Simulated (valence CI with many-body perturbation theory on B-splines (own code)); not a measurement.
Level structure of Tc XIII

Level of theory: configuration interaction combined with many-body perturbation theory (CI+MBPT): three valence electrons over a frozen Dirac-Fock core [Ar] 3d10, radial functions for each j: 11 s, 11 p, 9 d, 7 f, 5 g, 2 h, 1 i, with the one-electron correlation potential Σ1, the two-electron term Σ2, the three-electron term Σ3, Breit, model QED; selected CI, second order for the rest, scaled by the run's own slope (own B-spline code, finite nucleus).

No measured spectrum was set against this ion. As an estimate, levels hold to about 250 cm⁻¹ or 0.2 % of their energy and the worst to 1 %, as in measured heavy ions of charge 2 to 7; those with d or f electrons hold less well.

Levels 1 to 45 of 68, with energies above the lowest level, 4s²4p ²P°_1/2. "Leading %" is the weight of the configuration and term that name the level; weights of strongly mixed levels are sums over their largest components and can fall short. In the jj column 3d3/2^4 stands for four electrons in 3d with j = 3/2. Lifetimes count E1, E2, E3, M1 and M2 decay at the calculated energies, and are blank where another channel may lead or the interval is too uncertain; long ones can be off by a factor of two.

```csv
No.,Configuration,Term,J,E (cm⁻¹),Leading %,Lifetime,Leading jj
1,4s²4p,²P°,1/2,0,98,,4s^2 4p1/2 (98 %)
2,4s²4p,²P°,3/2,33565,98,2.92 ms,4s^2 4p3/2 (98 %)
3,4s4p²,⁴P,1/2,213360,94,3.26 ns,4s 4p1/2^2 (66 %)
4,4s4p²,⁴P,3/2,230100,98,20.4 ns,4s 4p1/2 4p3/2 (94 %)
5,4s4p²,⁴P,5/2,244490,88,3.49 ns,4s 4p1/2 4p3/2 (66 %)
6,4s4p²,²D,3/2,284420,89,150 ps,4s 4p1/2 4p3/2 (76 %)
7,4s4p²,²D,5/2,293180,83,281 ps,4s 4p3/2^2 (64 %)
8,4s4p²,²P,1/2,319630,53,30.4 ps,4s 4p1/2 4p3/2 (51 %)
9,4s4p²,²S,1/2,353000,53,31.3 ps,4s 4p3/2^2 (76 %)
10,4s4p²,²P,3/2,359930,93,20.1 ps,4s 4p3/2^2 (72 %)
11,4s²4d,²D,3/2,458410,92,11.5 ps,4s^2 4d3/2 (92 %)
12,4s²4d,²D,5/2,463620,92,13.3 ps,4s^2 4d5/2 (92 %)
13,4p³,⁴S°,3/2,531610,42,38.9 ps,4p1/2^2 4p3/2 (84 %)
14,4p³,⁴S°,3/2,549340,48,36.7 ps,4p1/2 4p3/2^2 (91 %)
15,4p³,²D°,5/2,552210,84,93.5 ps,4p1/2 4p3/2^2 (84 %)
16,4p³,²P°,1/2,590280,90,40.6 ps,4p1/2 4p3/2^2 (90 %)
17,4p³,²P°,3/2,607070,66,40.5 ps,4p3/2^3 (80 %)
18,4s4p4d,⁴F°,3/2,628880,95,444 ps,4s 4p1/2 4d3/2 (88 %)
19,4s4p4d,⁴F°,5/2,635780,94,323 ps,4s 4p1/2 4d3/2 (48 %)
20,4s4p4d,⁴F°,7/2,646700,94,256 ps,4s 4p1/2 4d5/2 (55 %)
21,4s4p4d,⁴F°,9/2,663850,100,,4s 4p3/2 4d5/2 (100 %)
22,4s4p4d,⁴P°,5/2,665770,61,16.7 ps,4s 4p1/2 4d5/2 (88 %)
23,4s4p4d,⁴D°,3/2,670190,52,12.6 ps,4s 4p1/2 4d3/2 (47 %)
24,4s4p4d,⁴D°,1/2,672790,83,10.3 ps,4s 4p1/2 4d3/2 (72 %)
25,4s4p4d,⁴D°,5/2,690620,49,13.1 ps,4s 4p3/2 4d3/2 (59 %)
26,4s4p4d,²D°,3/2,690960,44,13.5 ps,4s 4p3/2 4d3/2 (74 %)
27,4s4p4d,⁴P°,1/2,691040,86,15.3 ps,4s 4p3/2 4d3/2 (96 %)
28,4s4p4d,⁴D°,7/2,692760,92,11.0 ps,4s 4p3/2 4d5/2 (62 %)
29,4s4p4d,⁴P°,3/2,694060,42,16.1 ps,4s 4p3/2 4d5/2 (42 %)
30,4s4p4d,⁴P°,5/2,696100,33,16.5 ps,4s 4p3/2 4d5/2 (55 %)
31,4s4p4d,²F°,5/2,709810,69,26.3 ps,4s 4p3/2 4d5/2 (40 %)
32,4s4p4d,²F°,7/2,733130,98,33.1 ps,4s 4p3/2 4d5/2 (68 %)
33,4s4p4d,²P°,3/2,747500,70,10.3 ps,4s 4p1/2 4d3/2 (34 %)
34,4s4p4d,²F°,7/2,753480,82,10.5 ps,4s 4p3/2 4d5/2 (44 %)
35,4s4p4d,²F°,5/2,756000,81,10.6 ps,4s 4p3/2 4d3/2 (63 %)
36,4s4p4d,²P°,1/2,765450,92,12.2 ps,4s 4p3/2 4d5/2 (82 %)
37,4s4p4d,²P°,1/2,778090,92,9.73 ps,4s 4p3/2 4d3/2 (76 %)
38,4s4p4d,²D°,3/2,783810,48,8.58 ps,4s 4p3/2 4d5/2 (54 %)
39,4s4p4d,²P°,3/2,784970,63,8.81 ps,4s 4p3/2 4d5/2 (41 %)
40,4s4p4d,²D°,5/2,787940,87,7.19 ps,4s 4p3/2 4d5/2 (68 %)
41,4s²5s,²S,1/2,861370,97,5.81 ps,4s^2 5s (97 %)
42,4s²4f,²F°,7/2,878560,84,8.89 ps,4s^2 4f7/2 (84 %)
43,4s²4f,²F°,5/2,879170,83,8.44 ps,4s^2 4f5/2 (83 %)
44,4p²4d,⁴F,3/2,911080,76,56.2 ps,4p1/2^2 4d3/2 (72 %)
45,4p²4d,⁴F,5/2,919560,44,67.1 ps,4p1/2^2 4d5/2 (55 %)
```

Names give the largest LS component (configuration and term), which can be under half, so a name can repeat, a term be missing and a line seem to break the LS rules; names also repeat where a configuration has a term twice.

Where two levels of one J and parity lie close, their mixing, g and order are uncertain.

The ionisation energy to 4s² ¹S0 of the next ion comes out as 262.9 eV (NIST: 262.08 ± 0.12 eV (semi-empirical), further off than twice its uncertainty). All 68 levels together are meant to be complete up to 1019900 cm⁻¹.
